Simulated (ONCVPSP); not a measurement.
Re: ONCV pseudisation with LDA (Perdew-Wang 92), scalar-relativistic reference atom.

ONCVPSP 4.0.1 was run on this input:

```
# ATOM AND REFERENCE CONFIGURATION
# atsym  z   nc   nv     iexc    psfile
  Re 75.00   12    1  -001012      upf
#
#   n    l    f
    1    0    2.00
    2    0    2.00
    2    1    6.00
    3    0    2.00
    3    1    6.00
    3    2   10.00
    4    0    2.00
    4    1    6.00
    4    2   10.00
    4    3   14.00
    5    0    2.00
    5    1    6.00
    5    2    5.00
#
# PSEUDOPOTENTIAL AND OPTIMIZATION
# lmax
    3
#
#   l,   rc,      ep,       ncon, nbas, qcut
    0    1.35    0.37    4    8    5.50
    1    1.60    0.27    4    8    5.80
    2    1.55    0.00    4    8    7.20
    3    1.25    0.03    5    9    7.80
#
# LOCAL POTENTIAL
# lloc, lpopt,  rc(5),   dvloc0
    4    3    1.05    0.00
#
# VANDERBILT-KLEINMAN-BYLANDER PROJECTORs
# l, nproj, debl
    0    2    0.40
    1    2    1.50
    2    1    3.00
    3    2    2.60
#
# MODEL CORE CHARGE
# icmod, fcfact, rcfact
    0    0.00    0.00
#
# LOG DERIVATIVE ANALYSIS
# epsh1, epsh2, depsh
   -2.00    5.00    0.02
#
# OUTPUT GRID
# rlmax, drl
    6.00    0.01
#
# TEST CONFIGURATIONS
# ncnf
    4
# nvcnf
#   n    l    f
    2
    5    2    5.00
    6    0    2.00
#
    2
    5    2    5.00
    6    0    1.00
#
    1
    5    2    4.00
#
    3
    5    2    4.00
    6    0    2.00
    6    1    1.00
#
```

Command:

```bash
oncvpsp.x < Re.dat > Re.out
```

Output (shortened: citation, most of the input echo, consistency checks and plot data are left out):

```
ONCVPSP  (Optimized Norm-Conservinng Vanderbilt PSeudopotential)
scalar-relativistic version 4.0.1

#   n    l    f        energy (Ha)
    1    0    2.00    -2.6321603E+03
    2    0    2.00    -4.5691843E+02
    2    1    6.00    -3.9895660E+02
    3    0    2.00    -1.0624090E+02
    3    1    6.00    -8.9153522E+01
    3    2   10.00    -6.9754920E+01
    4    0    2.00    -2.2633600E+01
    4    1    6.00    -1.7026812E+01
    4    2   10.00    -9.9932822E+00
    4    3   14.00    -2.1809006E+00
    5    0    2.00    -3.7574518E+00
    5    1    6.00    -2.3502835E+00
    5    2    5.00    -7.9843369E-01

Reference configufation results
  iterations    27
  all-electron total energy (Ha)   -1.66816403D+04

Begin loop to  construct optimized pseudo wave functions
and semi-local pseudopoentials for all angular momenta

   Wellstate for l =  0  n =  7
     eigenvalue =   0.3700
     asymptotic potential =   0.8700
     half-point radius =  3.3221

   Wellstate for l =  0  n =  7
     eigenvalue =   0.7700
     asymptotic potential =   1.2700
     half-point radius =  2.7909

Calculating optimized projector #   1

 for l=   0

    Fraction of norm inside rc  0.031111
    Optimizing pswf for qcut=   5.51 a_B^-1,  ecut=  15.16 Ha
    Residual kinetic energy error=  1.08D-01 Ha
 ERROR pspot:  first pseudo wave function has node,          program will stop
 ERROR pspot: try changing psp parameters for this l
```

The run stopped because the optimised pseudo-wave of the first projector has a node, so the radial equation cannot be inverted for a potential.

The run took about 0.38 s on one core of a shared server CPU.
